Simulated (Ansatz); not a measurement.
Geometry optimisation, Ansatz 0.2.0, RKS LDA/def2-SVP.

Input file:

```yaml
crystal:
  periodic: [false, false, false]
  atoms:
    - { symbol: W, position_ang: [0.0, 0.0, 0.0] }
    - { symbol: H, position_ang: [0.0, 0.0, 1.72] }
    - { symbol: Cl, position_ang: [2.39, 0.0, 0.0] }
    - { symbol: O, position_ang: [0.0, 1.94, 0.0] }
    - { symbol: H, position_ang: [-0.6343, 2.2771, -0.71] }
    - { symbol: O, position_ang: [-1.94, 0.0, 0.0] }
    - { symbol: H, position_ang: [-2.2771, -0.1263, 0.9437] }
    - { symbol: O, position_ang: [0.0, -1.94, 0.0] }
    - { symbol: H, position_ang: [0.3816, -2.2771, 0.8723] }
    - { symbol: O, position_ang: [0.0, 0.0, -1.94] }
    - { symbol: H, position_ang: [0.5278, 0.7924, -2.2771] }
basis:
  gaussian: { orbitals: def2-SVP }
hamiltonian:
  xc: lda
relax:
  f_tol: 0.02
  max_steps: 40
output:
  orbitals: {}
```

Command:

```bash
$ ansatz run input.yaml --threads 4 --pin off --max-ram 5120MiB --backend cpu --events-out ev --progress --plain --runs-dir out
```

Q: Where does it end, and by what steps?

A: The forces met the threshold. After 24 steps the energy has fallen by 1.952 eV; H5 moved furthest, 1.38 Å.

| step | energy less start (eV) | largest force component (eV/Å) | accepted |
| --- | --- | --- | --- |
| 0 | 0.0000 | 3.141 | yes |
| 1 | -0.6942 | 1.711 | yes |
| 2 | -0.9127 | 2.248 | yes |
| 3 | -1.1728 | 0.646 | yes |
| 4 | -1.2405 | 0.213 | yes |
| 5 | -1.3320 | 1.191 | yes |
| 6 | -1.4142 | 1.576 | yes |
| 7 | -1.5483 | 0.784 | yes |
| 8 | -1.6283 | 1.354 | yes |
| 9 | -1.7204 | 1.525 | yes |
| 10 | -1.7975 | 1.014 | yes |
| 11 | -1.8820 | 0.405 | yes |
| 12 | -1.9042 | 0.761 | yes |
| 13 | -1.9327 | 0.170 | yes |
| 14 | -1.9394 | 0.155 | yes |
| 15 | -1.9445 | 0.083 | yes |
| 16 | -1.9441 | 0.211 | no |
| 17 | -1.9476 | 0.037 | yes |
| 18 | -1.9489 | 0.040 | yes |
| 19 | -1.9500 | 0.086 | yes |
| 20 | -1.9507 | 0.076 | yes |
| 21 | -1.9512 | 0.040 | yes |
| 22 | -1.9516 | 0.037 | yes |
| 23 | -1.9517 | 0.026 | yes |
| 24 | -1.9517 | 0.012 | yes |

```xyz
11
Properties=species:S:1:pos:R:3
W -0.275 0.179 -0.201
H 0.502 0.477 1.287
Cl 2.140 -0.251 -0.320
O -0.384 2.037 -0.133
H -0.368 2.714 0.569
O -2.114 0.014 0.150
H -2.424 -0.867 0.454
O -0.336 -1.606 0.470
H 0.537 -2.029 0.617
O 0.103 0.043 -2.031
H 1.068 -0.044 -2.252
```

The run took 33 s on 4 threads of Arm Neoverse V2, with other jobs on the host, peak memory 0.18 GiB.
